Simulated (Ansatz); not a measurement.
## Nudged elastic band run: F₂GeH₅P

Input file:

```yaml
crystal:
  periodic: [false, false, false]
  atoms:
    - { symbol: Ge, position_ang: [0.472869, 0.049614, -0.254755] }
    - { symbol: F, position_ang: [0.642136, -0.023316, 1.467138] }
    - { symbol: H, position_ang: [1.871534, -0.02403, -0.866263] }
    - { symbol: H, position_ang: [-0.431692, 1.235046, -0.588772] }
    - { symbol: F, position_ang: [-0.36959, -1.402174, -0.6791] }
    - { symbol: P, position_ang: [-3.150489, 0.170756, 1.365329] }
    - { symbol: H, position_ang: [-2.703183, -0.890882, 0.520174] }
    - { symbol: H, position_ang: [-3.790779, -0.717548, 2.281811] }
    - { symbol: H, position_ang: [-1.929005, 0.184333, 2.107137] }
basis:
  gaussian: { orbitals: def2-SVP }
hamiltonian:
  xc: pbe0
  dispersion: d4
neb:
  order_check: false
  images: 5
  f_tol: 0.03
  max_iterations: 60
  final_atoms:
    - { symbol: Ge, position_ang: [-0.47221656, -0.32328993, -0.20775601] }
    - { symbol: F, position_ang: [0.12446552, 1.3106894, 2.19835812] }
    - { symbol: H, position_ang: [0.76223634, -0.98588856, 0.41152482] }
    - { symbol: H, position_ang: [-0.24704153, 1.09104083, -0.75170017] }
    - { symbol: F, position_ang: [-0.89854639, -1.30458528, -1.59363059] }
    - { symbol: P, position_ang: [-2.25536272, -0.35881997, 1.27596833] }
    - { symbol: H, position_ang: [-3.26226524, -0.12022237, 0.29811475] }
    - { symbol: H, position_ang: [-2.40044109, -1.77500827, 1.29149145] }
    - { symbol: H, position_ang: [-0.73902733, 1.04788315, 2.43032829] }
  initial_path:
    images:
      - { positions_ang: [[0.472869, 0.049614, -0.254755], [0.642136, -0.023316, 1.467138], [1.871534, -0.02403, -0.866263], [-0.431692, 1.235046, -0.588772], [-0.36959, -1.402174, -0.6791], [-3.150489, 0.170756, 1.365329], [-2.703183, -0.890882, 0.520174], [-3.790779, -0.717548, 2.281811], [-1.929005, 0.184333, 2.107137]] }
      - { positions_ang: [[0.31629957, 0.03318557, -0.16794802], [0.42225227, 0.00470258, 1.6563125], [1.73759912, -0.01256727, -0.74288986], [-0.53547294, 1.23547542, -0.57757938], [-0.49935204, -1.40149966, -0.62609288], [-2.91482974, 0.10786285, 1.17424548], [-2.8642756, -0.90722707, 0.34953643], [-3.36045202, -0.61338504, 2.24024113], [-1.68996764, 0.13525163, 2.0468736]] }
      - { positions_ang: [[0.15973015, 0.01675714, -0.08114104], [0.20236855, 0.03272115, 1.845487], [1.60366425, -0.00110453, -0.61951672], [-0.63925388, 1.23590483, -0.56638676], [-0.62911407, -1.40082532, -0.57308575], [-2.67917048, 0.0449697, 0.98316197], [-3.0253682, -0.92357214, 0.17889885], [-2.93012504, -0.50922208, 2.19867125], [-1.45093027, 0.08617026, 1.9866102]] }
      - { positions_ang: [[0.00316072, 0.00032871, 0.00566594], [-0.01751518, 0.06073973, 2.0346615], [1.46972937, 0.0103582, -0.49614357], [-0.74303482, 1.23633425, -0.55519414], [-0.75887611, -1.40015098, -0.52007863], [-2.44351122, -0.01792345, 0.79207845], [-3.1864608, -0.93991722, 0.00826128], [-2.49979805, -0.40505913, 2.15710138], [-1.21189291, 0.03708889, 1.9263468]] }
      - { positions_ang: [[-0.15529837, -0.10754417, -0.06547471], [0.02981172, 0.47738962, 2.08922704], [1.23389836, -0.32172405, -0.19358744], [-0.57770372, 1.18790311, -0.62069615], [-0.80543287, -1.36829575, -0.87792928], [-2.38079506, -0.13155562, 0.95337508], [-3.21172895, -0.6666856, 0.1048791], [-2.46667907, -0.86170884, 1.86856474], [-1.05427105, 0.37402031, 2.09434063]] }
      - { positions_ang: [[-0.31375747, -0.21541705, -0.13661536], [0.07713862, 0.89403951, 2.14379258], [0.99806735, -0.65380631, 0.10896869], [-0.41237263, 1.13947197, -0.68619816], [-0.85198963, -1.33644052, -1.23577994], [-2.31807889, -0.24518779, 1.11467171], [-3.23699709, -0.39345399, 0.20149693], [-2.43356008, -1.31835856, 1.58002809], [-0.89664919, 0.71095173, 2.26233446]] }
      - { positions_ang: [[-0.47221656, -0.32328993, -0.20775601], [0.12446552, 1.3106894, 2.19835812], [0.76223634, -0.98588856, 0.41152482], [-0.24704153, 1.09104083, -0.75170017], [-0.89854639, -1.30458528, -1.59363059], [-2.25536272, -0.35881997, 1.27596833], [-3.26226524, -0.12022237, 0.29811475], [-2.40044109, -1.77500827, 1.29149145], [-0.73902733, 1.04788315, 2.43032829]] }
```

Command:

```bash
$ ansatz run input.yaml --threads 2 --pin off --max-ram 3072MiB --backend cpu --events-out ev --progress --plain --runs-dir out
```

Output, in part (warnings, iteration lines, the closing report on the highest movable image, with atoms numbered from 0):

```
NEB end point (image 0): max|allowed force component| = 1.621e-2 eV/Å (the criterion of neb.relax_end_points is 1.000e-2)
NEB end point (image 6): max|allowed force component| = 6.520e-3 eV/Å (the criterion of neb.relax_end_points is 1.000e-2)
NEB iter   1: max|band force component| = 9.704e0 eV/Å  barrier→ = 4.3774 eV  barrier← = 4.1159 eV  Δτ_max = 0.2000 Å  (178 SCF iters)
NEB iter   2: max|band force component| = 3.605e0 eV/Å  barrier→ = 2.9115 eV  barrier← = 2.6500 eV  Δτ_max = 0.2000 Å  (152 SCF iters)
NEB iter   3: max|band force component| = 1.599e0 eV/Å  barrier→ = 2.4097 eV  barrier← = 2.1482 eV  Δτ_max = 0.2000 Å  (144 SCF iters)
NEB iter   4: max|band force component| = 1.170e0 eV/Å  barrier→ = 2.0198 eV  barrier← = 1.7583 eV  Δτ_max = 0.1975 Å  (145 SCF iters)
NEB iter   5: max|band force component| = 8.769e-1 eV/Å  barrier→ = 1.8687 eV  barrier← = 1.6072 eV  Δτ_max = 0.1208 Å  (142 SCF iters)
NEB iter   6: max|band force component| = 1.302e0 eV/Å  barrier→ = 1.7753 eV  barrier← = 1.5137 eV  Δτ_max = 0.0605 Å  (141 SCF iters)
NEB iter   7: max|band force component| = 8.554e-1 eV/Å  barrier→ = 1.7054 eV  barrier← = 1.4439 eV  CI = image 3  Δτ_max = 0.1214 Å  (143 SCF iters)
NEB iter   8: max|band force component| = 7.435e-1 eV/Å  barrier→ = 1.9802 eV  barrier← = 1.7187 eV  CI = image 3  Δτ_max = 0.2000 Å  (144 SCF iters)
NEB iter   9: max|band force component| = 9.741e-1 eV/Å  barrier→ = 2.2186 eV  barrier← = 1.9571 eV  CI = image 3  Δτ_max = 0.0993 Å  (144 SCF iters)
NEB iter  10: max|band force component| = 5.054e-1 eV/Å  barrier→ = 2.1655 eV  barrier← = 1.9039 eV  CI = image 3  Δτ_max = 0.0840 Å  (141 SCF iters)
NEB iter  11: max|band force component| = 2.006e-1 eV/Å  barrier→ = 2.1335 eV  barrier← = 1.8720 eV  CI = image 3  Δτ_max = 0.1180 Å  (142 SCF iters)
NEB iter  12: max|band force component| = 2.219e-1 eV/Å  barrier→ = 2.1091 eV  barrier← = 1.8476 eV  CI = image 3  Δτ_max = 0.0593 Å  (137 SCF iters)
NEB iter  13: max|band force component| = 1.907e-1 eV/Å  barrier→ = 2.0951 eV  barrier← = 1.8335 eV  CI = image 3  Δτ_max = 0.0592 Å  (142 SCF iters)
NEB iter  14: max|band force component| = 2.014e-1 eV/Å  barrier→ = 2.0796 eV  barrier← = 1.8181 eV  CI = image 3  Δτ_max = 0.1186 Å  (141 SCF iters)
NEB iter  15: max|band force component| = 1.861e-1 eV/Å  barrier→ = 2.0469 eV  barrier← = 1.7854 eV  CI = image 3  Δτ_max = 0.1999 Å  (142 SCF iters)
NEB iter  16: max|band force component| = 2.503e-1 eV/Å  barrier→ = 1.9866 eV  barrier← = 1.7251 eV  CI = image 3  Δτ_max = 0.1990 Å  (138 SCF iters)
NEB iter  17: max|band force component| = 2.928e-1 eV/Å  barrier→ = 1.9270 eV  barrier← = 1.6654 eV  CI = image 3  Δτ_max = 0.1982 Å  (136 SCF iters)
NEB iter  18: max|band force component| = 2.698e-1 eV/Å  barrier→ = 1.8748 eV  barrier← = 1.6133 eV  CI = image 3  Δτ_max = 0.2000 Å  (138 SCF iters)
NEB iter  19: max|band force component| = 2.444e-1 eV/Å  barrier→ = 1.8411 eV  barrier← = 1.5796 eV  CI = image 3  Δτ_max = 0.0664 Å  (136 SCF iters)
NEB iter  20: max|band force component| = 1.631e-1 eV/Å  barrier→ = 1.8237 eV  barrier← = 1.5622 eV  CI = image 3  Δτ_max = 0.0992 Å  (134 SCF iters)
NEB iter  21: max|band force component| = 1.900e-1 eV/Å  barrier→ = 1.8046 eV  barrier← = 1.5431 eV  CI = image 3  Δτ_max = 0.0501 Å  (140 SCF iters)
NEB iter  22: max|band force component| = 1.342e-1 eV/Å  barrier→ = 1.7970 eV  barrier← = 1.5354 eV  CI = image 3  Δτ_max = 0.1011 Å  (135 SCF iters)
NEB iter  23: max|band force component| = 1.274e-1 eV/Å  barrier→ = 1.7852 eV  barrier← = 1.5237 eV  CI = image 3  Δτ_max = 0.1013 Å  (141 SCF iters)
NEB iter  24: max|band force component| = 9.621e-2 eV/Å  barrier→ = 1.7754 eV  barrier← = 1.5139 eV  CI = image 3  Δτ_max = 0.1010 Å  (142 SCF iters)
NEB iter  25: max|band force component| = 6.241e-2 eV/Å  barrier→ = 1.7694 eV  barrier← = 1.5078 eV  CI = image 3  Δτ_max = 0.0995 Å  (143 SCF iters)
NEB iter  26: max|band force component| = 6.266e-2 eV/Å  barrier→ = 1.7670 eV  barrier← = 1.5055 eV  CI = image 3  Δτ_max = 0.0996 Å  (140 SCF iters)
NEB iter  27: max|band force component| = 7.041e-2 eV/Å  barrier→ = 1.7666 eV  barrier← = 1.5051 eV  CI = image 3  Δτ_max = 0.0503 Å  (144 SCF iters)
NEB iter  28: max|band force component| = 4.497e-2 eV/Å  barrier→ = 1.7664 eV  barrier← = 1.5049 eV  CI = image 3  Δτ_max = 0.0502 Å  (140 SCF iters)
NEB iter  29: max|band force component| = 2.763e-2 eV/Å  barrier→ = 1.7664 eV  barrier← = 1.5048 eV  CI = image 3  Δτ_max = 0.0000 Å  (259 SCF iters)
Total energy: -71291.54676910 eV, -2619.9160206186 hartree
Atom 0 at    -0.269719    -0.084008     0.030708 Å, force     0.002073     0.001228    -0.004969 eV/Å
Atom 1 at    -0.032390     1.162723     1.554181 Å, force    -0.013391    -0.008533    -0.002690 eV/Å
Atom 2 at     0.955829    -0.886401     0.461245 Å, force    -0.000031     0.000279     0.000854 eV/Å
Atom 3 at    -0.282879     1.079541    -0.957765 Å, force     0.001810    -0.000108    -0.000830 eV/Å
Atom 4 at    -1.113473    -1.309587    -0.927616 Å, force     0.000220     0.001909     0.003126 eV/Å
Atom 5 at    -2.474609    -0.292502     1.636870 Å, force    -0.001326    -0.006843    -0.001803 eV/Å
Atom 6 at    -2.981928    -0.084756     0.326550 Å, force     0.001983     0.001686     0.001862 eV/Å
Atom 7 at    -2.016222    -1.624242     1.452155 Å, force    -0.002079     0.001929     0.001010 eV/Å
Atom 8 at    -1.172807     0.621030     1.776370 Å, force     0.010743     0.008453     0.003440 eV/Å
Dipole moment:    -0.011252     0.009789     0.020202 e Å
```

The run converged. Neighbouring images differ by up to 1.7 eV, so the band resolves the path poorly. A vibrational analysis at the climbing image gives one clearly imaginary mode, 842i cm⁻¹: a first-order saddle point. The orbitals stay closed-shell, which can raise the energy where a bond breaks towards radicals; this wasn't checked here.

Final band (atoms are numbered from 1 in the order of the input):

| image | path coordinate (Å) | energy (kcal/mol) | Ge1–F2 (Å) | P6–H9 (Å) | Ge1–P6 (Å) |
| --- | --- | --- | --- | --- | --- |
| 0 | 0.00 | 0.0 | 1.73 | 1.43 | 3.97 |
| 1 | 1.74 | 0.1 | 1.73 | 1.43 | 4.15 |
| 2 | 3.47 | 2.4 | 1.74 | 1.43 | 3.98 |
| 3 | 5.20 | 40.7 | 1.98 | 1.60 | 2.74 |
| 4 | 5.72 | 22.4 | 2.26 | 1.86 | 2.47 |
| 5 | 6.23 | 9.1 | 2.60 | 2.09 | 2.34 |
| 6 | 6.74 | 6.0 | 2.97 | 2.37 | 2.32 |

The run took 6.4 min on 2 threads of Arm Neoverse V2, with other jobs on the host, peak memory 0.27 GiB.
